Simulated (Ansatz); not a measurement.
Molecule: GeBr3, charge 0, multiplicity 2. It need not be the lowest isomer of its formula. 
Structure (B3LYP-D3(BJ)/def2-TZVP (Ansatz, a first-principles code) minimum search):
```
Ge
Br 1 2.3430
Br 1 2.3430 2 109.21
Br 1 2.3430 2 109.21 3 -119.37
```
Charge 0, spin multiplicity 2.

Property: vertical ionisation energy (to the singlet state of charge +1; each state is the SCF solution reached for its spin; the molecule has degenerate orbitals, so one determinant may break the symmetry), in eV. Cores are frozen in the correlated levels unless marked. UHF or UKS for open shells. No spin-orbit coupling. Frozen are the shells of the preceding noble gas and the d and f shells that filled before the atom's block. Non-relativistic. CBS marks a two-point X^-3 extrapolation of the correlation energy; Hartree-Fock from the larger set. The bracket is a focal-point correction in the basis named.

```
level                 program  vertical ionisation energy (eV)
--------------------  -------  -------------------------------
SVWN5/def2-TZVPD       Ansatz                             9.08
CAM-B3LYP/def2-TZVPD   Ansatz                             9.36
```

Predict the RI-MP2/CBS(aug-cc-pVTZ,aug-cc-pVQZ)+[CCSD(T)-MP2]/aug-cc-pVTZ result (Ansatz).

9.11 eV
